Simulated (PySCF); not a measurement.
**Electric field gradients and quadrupole coupling constants**

C₆H₁₄OSi.
Geometry (PBE0-D3(BJ)/def2-SVP, Å), atoms numbered from 1 in this order:
```xyz
22
C6H14OSi angstrom
C     -3.3010    0.2479    0.0735
O     -2.2411   -0.2168    0.8532
C     -1.0024    0.3709    0.5555
C     -0.3936   -0.0361   -0.7988
C      1.1113    0.2232   -0.7457
C      1.7081   -0.4514    0.5037
C      3.1245   -0.0012    0.8320
Si     0.3558   -0.1398    1.8080
H     -3.4037    1.3500    0.1359
H     -4.2245   -0.2104    0.4551
H     -3.1965   -0.0229   -0.9945
H     -1.0937    1.4797    0.5772
H     -0.8609    0.4873   -1.6492
H     -0.5816   -1.1155   -0.9402
H      1.6115   -0.1212   -1.6668
H      1.2930    1.3131   -0.6896
H      1.7102   -1.5427    0.3243
H      3.1591    1.0768    1.0596
H      3.8105   -0.1809   -0.0131
H      3.5328   -0.5329    1.7053
H      0.7091    0.9703    2.7492
H     -0.0174   -1.3482    2.6022
```

Field gradients from the PBE0/pcSseg-1 density (PySCF, non-relativistic), principal values in atomic units, ordered |Vxx| ≤ |Vyy| ≤ |Vzz|:

```json
{"atom": "O2", "Vxx": "-0.0568", "Vyy": "-1.9861", "Vzz": "2.0429"}
```

Task: Find the asymmetry η = (Vxx − Vyy)/Vzz and the couplings χ = eQV/h (234.96 MHz × Q in barn × V in au), with Q(17O) = −0.0256 b.

Result: 
```json
{"atom": "O2", "environment": "ether oxygen", "nucleus": "17O", "η": "0.94", "χzz (MHz)": "-12.29", "χxx (MHz)": "0.34", "χyy (MHz)": "11.95"}
```

At O2 η is above 0.9: Vyy and Vzz are nearly equal in size and opposite in sign, so a small change could swap them and flip the sign of χzz. 

Task: What is Vzz at O2 in SI units (1 au = 9.71736 × 10²¹ V/m²)?

Result: 2.0429 au = 19.851 × 10²¹ V/m².

Task: And the gradient at the other heavy atoms, for which no coupling is worked out here?

Result: 
| atom | environment | Vzz (au) | η |
| --- | --- | --- | --- |
| C1 | methoxy carbon | 0.343 | 0.10 |
| C3 | sp3 carbon bound to oxygen | 0.355 | 0.51 |
| C4 | ring CH2 carbon | -0.041 | 0.49 |
| C5 | ring CH2 carbon | -0.045 | 0.78 |
| C6 | sp3 carbon bound to silicon | -0.103 | 0.30 |
| C7 | methyl carbon | 0.056 | 0.00 |
| Si8 | SiH2 silicon | -0.111 | 0.75 |

Task: What couplings would deuterons (Q(2H) = 0.00286 b) have in place of the hydrogens, at this geometry?

Result: 
```
atom  bonded to  bond length (Å)  Vzz (au)     η  χzz (kHz)
  H9         C1            1.109    0.2708  0.09        182
 H10         C1            1.099    0.2879  0.07        193
 H11         C1            1.107    0.2739  0.08        184
 H12         C3            1.113    0.2665  0.10        179
 H13         C4            1.103    0.2884  0.01        194
 H14         C4            1.105    0.2812  0.01        189
 H15         C5            1.103    0.2872  0.01        193
 H16         C5            1.106    0.2793  0.01        188
 H17         C6            1.106    0.2840  0.04        191
 H18         C7            1.102    0.2889  0.03        194
 H19         C7            1.103    0.2883  0.02        194
 H20         C7            1.101    0.2923  0.02        196
 H21        Si8            1.498    0.1395  0.01         94
 H22        Si8            1.493    0.1421  0.02         96
```

Isolated species at its PBE0-D3(BJ)/def2-SVP geometry (one conformer only). With a basis this small, the couplings can be 20 % off.
